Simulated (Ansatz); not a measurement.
Cost and result for the atomization energy of `CB[S][GeH3]` (11 atoms, 10 bonds).

| atom | x (Å) | y (Å) | z (Å) |
| --- | --- | --- | --- |
| C1 | 2.1284 | 0.5380 | -0.5232 |
| B2 | 0.6678 | 0.3114 | -0.0305 |
| S3 | -0.3380 | -0.9758 | -0.7551 |
| Ge4 | -2.2325 | -0.7195 | 0.4018 |
| H5 | 2.2432 | 1.5730 | -0.8665 |
| H6 | 2.4557 | -0.1317 | -1.3199 |
| H7 | 2.8183 | 0.4372 | 0.3232 |
| H8 | 0.2021 | 0.9946 | 0.8385 |
| H9 | -2.7955 | 0.6847 | 0.1462 |
| H10 | -1.9444 | -0.9207 | 1.8952 |
| H11 | -3.2051 | -1.7913 | -0.1096 |

Total charge 0; spin multiplicity 1. Correlated methods include outer-core shells of Ge, which these sets cover unevenly. Scalar relativity is left out up to krypton. All single points use the PBE0-D4/def2-TZVP geometry. It is one conformer, not always the lowest. Program: Ansatz. All runs use 4 threads of an Intel Xeon Platinum 8488C on a shared host. Times are those of one run each, without the atoms' runs, and a repeat can differ threefold. Electronic energies, without spin–orbit coupling; frozen cores. CCSD(T)/CBS adds CCSD(T) − MP2 in def2-TZVPP to the MP2 limit, and its time is that of the two runs behind it. T1 = 0.013. With those shells the extrapolation isn't a true limit. B3LYP takes the VWN-RPA correlation (the form of Gaussian; ORCA's B3LYP/G).

CCSD(T)/CBS is a level of theory with its own doubt, some kJ/mol a heavy atom from the limit and from the frozen cores, so smaller differences don't rank the functionals.

```json
{"level": "PBE-D4/def2-TZVPP (with forces)", "functions": "250", "wall time": "1.8 s", "atomization (kJ/mol)": "3692.6", "difference from CCSD(T)/CBS": "30.7", "per bond": "3.1"}
{"level": "PBE0-D4/def2-TZVPP", "functions": "250", "wall time": "2.2 s", "atomization (kJ/mol)": "3667.8", "difference from CCSD(T)/CBS": "5.9", "per bond": "0.6"}
{"level": "r2SCAN-D4/def2-TZVPP (with forces)", "functions": "250", "wall time": "2.9 s", "atomization (kJ/mol)": "3691.1", "difference from CCSD(T)/CBS": "29.2", "per bond": "2.9"}
{"level": "B3LYP-D4/def2-TZVPP (with forces)", "functions": "250", "wall time": "3.4 s", "atomization (kJ/mol)": "3661.4", "difference from CCSD(T)/CBS": "-0.5", "per bond": "0.0"}
{"level": "B2PLYP/def2-TZVPP", "functions": "250", "wall time": "3.8 s", "atomization (kJ/mol)": "3622.7", "difference from CCSD(T)/CBS": "-39.2", "per bond": "-3.9"}
{"level": "ωB97X-V/def2-TZVPP", "functions": "250", "wall time": "5.5 s", "atomization (kJ/mol)": "3684.4", "difference from CCSD(T)/CBS": "22.5", "per bond": "2.3"}
{"level": "ωB97M-V/def2-TZVPP (with forces)", "functions": "250", "wall time": "7.5 s", "atomization (kJ/mol)": "3671.2", "difference from CCSD(T)/CBS": "9.3", "per bond": "0.9"}
{"level": "MP2/def2-QZVPP", "functions": "483", "wall time": "17 s", "atomization (kJ/mol)": "3644.4", "difference from CCSD(T)/CBS": "-17.5", "per bond": "-1.7"}
{"level": "CCSD(T)/def2-TZVPP", "functions": "250", "wall time": "82 s", "atomization (kJ/mol)": "3591.0", "difference from CCSD(T)/CBS": "-70.9", "per bond": "-7.1"}
{"level": "CCSD(T)/CBS(def2)", "functions": "–", "wall time": "99 s", "atomization (kJ/mol)": "3661.9", "difference from CCSD(T)/CBS": "0.0", "per bond": "0.0"}
```

In def2-TZVPP, CCSD(T) changes the Hartree–Fock value by +802.7 kJ/mol (the triples alone add +44.0 kJ/mol) and MP2 by +815.3 kJ/mol; breaking electron pairs costs correlation energy, which Hartree–Fock lacks. From PBE to PBE0 (25 % exact exchange), in def2-TZVPP and without D4, the atomization energy moves by −21.4 kJ/mol: exact exchange takes away binding that semilocal exchange gives to molecules. The D4 term adds +36.2 kJ/mol with B3LYP and +18.9 kJ/mol with PBE0; it sums over pairs of atoms, weighted by their polarisabilities, and B3LYP, whose exchange is more repulsive, gets the larger term.
